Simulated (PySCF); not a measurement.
**From computed data to an observable: entropy of an ideal gas**

BBrH₃N, SMILES BrBN.

The structure is a stationary point at B3LYP-D3(BJ)/def2-TZVP. Other conformers were not sampled.

PySCF with B3LYP-D3(BJ)/def2-TZVP gives the harmonic wavenumbers 306, 549, 586, 607, 882, 915, 1134, 1341, 1633, 2683, 3576, 3670 cm⁻¹ and the rotational temperatures 2.3694, 0.1798, 0.1671 K. The molar mass is 107.74 g/mol, the symmetry number 1, the spin multiplicity 1.

Task: Work out the entropy at 298.15 K and 1 atm in the rigid-rotor, harmonic-oscillator model.

Result: 
Translation (Sackur–Tetrode at 1 atm): S = R[1.5 ln M + 2.5 ln T − 1.16487] = 167.1 J/(mol K).
Rotation: q = (√π/σ) T^1.5/√(θA θB θC) = 34200, S = R[ln q + 3/2] = 99.3 J/(mol K).
Vibration: with u = 1.4388 ν/T, each mode gives R[u/(e^u − 1) − ln(1 − e^−u)]:
```csv
ν (cm⁻¹),modes,u,S (J/(mol K))
306,1,1.48,5.79
549,1,2.65,2.29
586,1,2.83,1.98
607,1,2.93,1.83
882,1,4.26,0.63
915,1,4.42,0.55
1134,1,5.47,0.23
1341,1,6.47,0.10
1633,1,7.88,0.03
```
The stiffer modes add less than 0.005 each. Sum 13.4 J/(mol K).
Spin: R ln 1 = 0.0 J/(mol K).
Total 279.8 J/(mol K); the program's own thermochemistry gives 279.8. Translation makes up 60 % and vibration 5 %. Anharmonicity, hindered rotation and orbital degeneracy are left out.
